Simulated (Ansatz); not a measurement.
Reaction (formal exchange of groups at the Se–Al bond): `[Cl][Al]([Cl])[SeH]` + `B1O[SiH2]1` → `[SeH][SiH]1BO1` + `[Cl][AlH][Cl]`

Gas-phase electronic energies from Ansatz, PBE0-D4/def2-TZVP geometries. CBS: MP2 limit from def2 TZ/QZ plus the TZ coupled-cluster correction, frozen cores. This one scheme is used for every species. Functionals use def2-TZVPP. For Se outer-core shells are correlated without core-valence functions, which leaves a few kJ/mol of doubt a bond. Scalar relativity is left out up to krypton. Each species was taken in one conformer, which may not be the lowest.

| species | ωB97X-V energy (Eh) |
| --- | --- |
| `[Cl][Al]([Cl])[SeH]` | -3564.81484 |
| `B1O[SiH2]1` | -391.34780 |
| `[SeH][SiH]1BO1` | -2792.72029 |
| `[Cl][AlH][Cl]` | -1163.42498 |

(1) Work out ΔE.

(2) What do rigid-rotor, harmonic-oscillator terms from PBE0-D4/def2-TZVP frequencies (298.15 K, 1 bar) make of the CCSD(T)/CBS value? (Best estimate.)

Largest T1 diagnostic among the species: 0.017.

Results:

(1) ΔE = (-2792.72029) + (-1163.42498) − (-3564.81484) − (-391.34780) = 0.01737 Eh = +45.6 kJ/mol. CCSD(T)/CBS gives +48.5 kJ/mol.

(2) Computed: ΔZPE = -2.3 kJ/mol, ΔH = +45.9 kJ/mol, ΔS = -5 J/(mol·K), ΔG = +47.4 kJ/mol.

Leaving LDA and LC-ωPBE aside and taking each functional with its dispersion term where it has one, the values, not all of them listed here, spread over 11.5 kJ/mol, from B97M-V to BHLYP-D4. From BLYP to BHLYP (50 % exact exchange), in def2-TZVPP and without D4, ΔE moves by +4.9 kJ/mol. At CCSD(T), def2-SVP lies +4.1 kJ/mol from the extrapolated value and def2-TZVPP +0.2 kJ/mol.
